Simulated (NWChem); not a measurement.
System meant: SbH2O2F; SMILES [Sb]([OH])([OH])[F]

Here is an NWChem input.

```
start job
memory heap 200 mb stack 900 mb global 1100 mb
geometry units angstroms noautoz
  Sb     0.078305    -0.085945     0.398188
  F      0.543022     1.661393    -0.315313
  O      0.891306    -1.141386    -1.045443
  H      0.523459    -0.938617    -1.916504
  O     -1.746147     0.064881    -0.333910
  H     -1.806079     0.841630    -0.908390
end
basis spherical
  * library def2-svp
end
ecp
  Sb library def2-ecp
end
dft
  xc pbe0
  iterations 4
  mulliken
end
task dft energy
```

End of the output:

```
    Atom       Charge   Shell Charges
 -----------   ------   -------------------------------------------------------
    1 Sb  23    22.11   1.29  0.67  1.02  0.67  2.79  3.05  1.32  0.80  9.53  0.95
    2 F    9     9.37   1.98  1.04  0.83  3.20  2.32  0.00
    3 O    8     8.33   1.97  0.91  0.65  2.69  2.10  0.01
    4 H    1     0.93   0.55  0.19  0.19
    5 O    8     8.33   1.97  0.91  0.65  2.67  2.11  0.01
    6 H    1     0.93   0.55  0.19  0.19

 center of mass
 --------------
 x =   0.02196358 y =  -0.00096352 z =   0.10324474

 moments of inertia (a.u.)
 ------------------
         432.333194303689           0.000000000000           0.000000000000
           0.000000000000         395.577659007318          -0.000000000000
           0.000000000000          -0.000000000000         530.171084147862

     Multipole analysis of the density
     ---------------------------------

     L   x y z        total         alpha         beta         nuclear
     -   - - -        -----         -----         ----         -------
     0   0 0 0      0.000000    -25.000000    -25.000000     50.000000

     1   1 0 0     -0.198112     -0.583836     -0.583836      0.969560
     1   0 1 0      0.121936     -1.511886     -1.511886      3.145709
     1   0 0 1      0.176836      9.870897      9.870897    -19.564958

     2   2 0 0    -34.647750    -78.381438    -78.381438    122.115125
     2   1 1 0     -0.269592      2.529454      2.529454     -5.328500
     2   1 0 1      0.869226     -1.906417     -1.906417      4.682061
     2   0 2 0    -32.695391    -89.736379    -89.736379    146.777368
     2   0 1 1     -0.225141     -2.573278     -2.573278      4.921415
     2   0 0 2    -25.920792    -45.413756    -45.413756     64.906720

 ------------------------------------------------------------------------
 dft energy failed                                                                                  0
 ------------------------------------------------------------------------
 ------------------------------------------------------------------------
  current input line :
    22: task dft energy
 ------------------------------------------------------------------------
 ------------------------------------------------------------------------
 This type of error is most commonly associated with calculations not reaching convergence criteria
 ------------------------------------------------------------------------
 For more information see the NWChem manual at https://nwchemgit.github.io

0:dft energy failed:Received an Error in Communication
```

Q: Can this run be used? If not, why, and what is the fix?

A: Convergence was not reached. Cause: the SCF was allowed too few iterations. This input runs:
```
start job
memory heap 200 mb stack 900 mb global 1100 mb
geometry units angstroms noautoz
  Sb     0.078305    -0.085945     0.398188
  F      0.543022     1.661393    -0.315313
  O      0.891306    -1.141386    -1.045443
  H      0.523459    -0.938617    -1.916504
  O     -1.746147     0.064881    -0.333910
  H     -1.806079     0.841630    -0.908390
end
basis spherical
  * library def2-svp
end
ecp
  Sb library def2-ecp
end
dft
  xc pbe0
  iterations 150
  mulliken
end
task dft energy
```
It converges to -491.34390 Ha (PBE0/def2-SVP with def2 effective core potentials on Sb).
